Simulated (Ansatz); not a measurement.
The same path of BH4OSbTe (8 atoms, charge 0, multiplicity 1) was run twice with different band settings. The coordinate that changes most is the dihedral Te4–Sb2–O3–H7.

Theory: Ansatz, RKS B3LYP-D4/def2-SVP.

Relaxed end points:

```xyz
8
Properties=species:S:1:pos:R:3
B -0.620 0.999 -0.262
Sb 0.834 -0.550 -0.998
O 2.275 -0.137 0.343
Te -1.233 -0.955 1.012
H -1.533 1.263 -1.002
H -0.188 1.787 0.539
H 2.883 -0.887 0.406
H -2.326 -1.577 -0.095
```

```xyz
8
Properties=species:S:1:pos:R:3
B -0.503 0.839 -0.235
Sb 0.834 -0.761 -1.098
O 2.393 -0.508 0.136
Te -1.188 -1.126 0.979
H -1.435 1.227 -0.891
H 0.021 1.554 0.588
H 2.307 0.342 0.595
H -2.337 -1.624 -0.130
```

Common settings: movable images 7; climbing image yes; optimiser quadratic models (default); start path IDPP; force threshold 0.05 eV/Å; iteration limit 60; end points relaxed.

| run | spring |
| --- | --- |
| 1 | 5.0 eV/Å² |
| 2 | 20.0 eV/Å² |

(1) What does each run give, and how far can it be trusted?

Answers

(1) Run 1: converged after 8 iterations, highest image 0.198 eV above the first end. A vibrational analysis at the climbing image gives one clearly imaginary mode, 410i cm⁻¹: a first-order saddle point.
Run 2: converged after 8 iterations, highest image 0.198 eV above the first end. Another band between the same ends (7 images) ends at a top of the same energy, where a vibrational analysis finds 1 clearly imaginary mode.
